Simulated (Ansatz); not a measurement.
A nudged elastic band was laid between two geometries of C₃H₈N₂Si (14 atoms, charge 0, multiplicity 1).

Method: RHF/def2-SVP (Ansatz).

```json
{"movable images": "5", "climbing image": "yes", "spring": "5.0 eV/Å²", "optimiser": "quadratic models (default)", "start path": "IDPP", "force threshold": "0.03 eV/Å", "iteration limit": "60", "end points": "relaxed"}
```

Initial state:

```xyz
14
Properties=species:S:1:pos:R:3
C -0.939 -0.899 1.053
N 0.160 -0.397 0.270
C 1.435 -1.071 0.376
C 0.023 0.659 -0.542
N 0.861 1.249 -1.310
Si -0.686 2.040 -1.419
H -1.825 -0.298 0.869
H -1.166 -1.938 0.794
H -0.711 -0.861 2.122
H 2.153 -0.571 -0.267
H 1.350 -2.116 0.066
H 1.802 -1.047 1.405
H -0.922 3.349 -0.786
H -1.548 1.873 -2.602
```

Final state:

```xyz
14
Properties=species:S:1:pos:R:3
C -0.967 -0.946 0.984
N 0.125 -0.453 0.187
C 1.291 -1.295 0.035
C 0.074 0.739 -0.421
N 0.920 1.342 -1.170
Si -0.500 2.333 -0.977
H -1.372 -1.874 0.570
H -0.646 -1.147 2.010
H -1.763 -0.206 1.013
H 2.022 -0.780 -0.580
H 1.028 -2.242 -0.445
H 1.738 -1.518 1.007
H -0.486 3.527 -0.115
H -1.476 2.491 -2.068
```

Q: Which bonds break or form, and what moves?

A: No bond is made or broken. The dihedral H8–C1–N2–C3 goes from -60 to 60°. The two ends are copies of one structure, up to a mirror image or an exchange of like atoms.

Q: Give the energies along the band, and the barrier.

A: It converged. The highest image is number 3 of 0 to 6, 6.3 kJ/mol above the ends, which have the same energy within 2 meV. A vibrational analysis at the climbing image gives one clearly imaginary mode, 182i cm⁻¹: a first-order saddle point.

```tsv
image	path coordinate (Å)	energy (kJ/mol)	dihedral H8–C1–N2–C3 (°)
0	0.00	0.0	-60
1	0.62	0.9	-47
2	1.24	4.1	-26
3	1.86	6.3	0
4	2.46	4.2	26
5	3.07	1.0	47
6	3.68	0.0	60
```

Q: What is the geometry of the highest image?

A: 
```xyz
14
Properties=species:S:1:pos:R:3
C -0.988 -0.930 0.966
N 0.136 -0.462 0.187
C 1.322 -1.283 0.070
C 0.079 0.727 -0.427
N 0.926 1.347 -1.160
Si -0.520 2.306 -0.997
H -1.889 -1.033 0.357
H -0.751 -1.908 1.378
H -1.211 -0.260 1.799
H 2.048 -0.761 -0.546
H 1.092 -2.244 -0.398
H 1.766 -1.474 1.050
H -0.547 3.504 -0.140
H -1.475 2.442 -2.110
```

Q: What are the harmonic wavenumbers there?

A: 182i, 111, 142, 210, 212, 381, 456, 526, 632, 706, 727, 752, 851, 1033, 1078, 1169, 1217, 1255, 1274, 1420, 1524, 1559, 1587, 1591, 1604, 1616, 1624, 1794, 2367, 2380, 3167, 3178, 3236, 3249, 3292, 3331 cm⁻¹.

Run time: 87 s on 2 threads of Arm Neoverse V1 (shared host), peak memory 0.3 GiB.
